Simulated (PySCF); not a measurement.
**Radial density of S³⁺ (sulfur, charge +3)**

LDA, [Ne] 3s2 3p1, 2P determinant. All numbers are calculated (PySCF 2.14, no relativity, point nucleus, in def2-TZVP).

| r (bohr) | 4πr²ρ (e/bohr) | 4πr²(ρα − ρβ) |
| --- | --- | --- |
| 0.00184 | 0.1069 | 0.0000 |
| 0.00309 | 0.2918 | 0.0000 |
| 0.00520 | 0.7691 | 0.0000 |
| 0.00875 | 1.946 | 0.0001 |
| 0.0147 | 4.546 | 0.0002 |
| 0.0248 | 9.356 | 0.0008 |
| 0.0416 | 15.51 | 0.0036 |
| 0.0700 | 18.27 | 0.0168 |
| 0.118 | 13.99 | 0.0639 |
| 0.198 | 12.64 | 0.1518 |
| 0.333 | 17.57 | 0.1437 |
| 0.561 | 10.40 | -0.0019 |
| 0.943 | 2.710 | 0.3572 |
| 1.59 | 2.169 | 0.6846 |
| 2.67 | 0.3398 | 0.1562 |
| 4.49 | 0.003152 | 0.0015 |
